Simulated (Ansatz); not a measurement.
Reaction (formal hydrolysis of a B–Si bond): `[SiH3][BH][GaH2]` + H₂O → `O[BH][GaH2]` + SiH₄

Isolated molecules relaxed with PBE0-D4/def2-TZVP in Ansatz; ΔE leaves out vibrations. CCSD(T)/CBS adds triple-zeta CCSD(T) − MP2 to the extrapolated MP2 energy (def2 sets, frozen cores). This one scheme is used for every species. Functionals use def2-TZVPP. For Ga outer-core shells are correlated without core-valence functions, which leaves a few kJ/mol of doubt a bond. Scalar relativity is left out up to krypton. One conformer a species, not always the lowest.

| level | ΔE (kcal/mol) |
| --- | --- |
| B2PLYP | -35.9 |
| CCSD(T)/def2-SVP | -40.4 |

Problem. What does CCSD(T)/CBS give? (Estimate.)

Solution. The calculation gave: -32.3 kcal/mol. The listed levels differ from it by -3.6, -8.1 kcal/mol.

Largest T1 diagnostic among the species: 0.015.

The D4 term adds +1.3 kcal/mol with B3LYP and +0.7 kcal/mol with PBE0; it sums over pairs of atoms, weighted by their polarisabilities, and B3LYP, whose exchange is more repulsive, gets the larger term. At CCSD(T), def2-SVP lies −8.0 kcal/mol from the extrapolated value and def2-TZVPP −1.6 kcal/mol.

B3LYP here is the variant with VWN-RPA as its local correlation; programs differ in this.
